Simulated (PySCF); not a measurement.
Radial density of Co³⁺ (cobalt, charge +3)

UHF, [Ar] 3d6, high-spin 5D determinant. Calculation: PySCF 2.14, in pcseg-2 (6s4p3d2f1g, 56 functions); no relativity, point nucleus.

| r (bohr) | 4πr²ρ (e/bohr) | 4πr²(ρα − ρβ) |
| --- | --- | --- |
| 0.00110 | 0.1926 | 0.0000 |
| 0.00185 | 0.5234 | 0.0000 |
| 0.00312 | 1.382 | 0.0000 |
| 0.00525 | 3.488 | 0.0001 |
| 0.00883 | 8.133 | 0.0002 |
| 0.0148 | 16.65 | 0.0005 |
| 0.0250 | 27.46 | 0.0011 |
| 0.0420 | 32.38 | 0.0031 |
| 0.0707 | 26.76 | 0.0145 |
| 0.119 | 29.33 | 0.0861 |
| 0.200 | 35.80 | 0.5109 |
| 0.336 | 17.85 | 2.1074 |
| 0.566 | 17.44 | 4.2501 |
| 0.951 | 12.51 | 3.2497 |
| 1.60 | 2.049 | 0.8003 |
| 2.69 | 0.08155 | 0.0397 |
| 4.53 | 0.0001072 | 0.0000 |
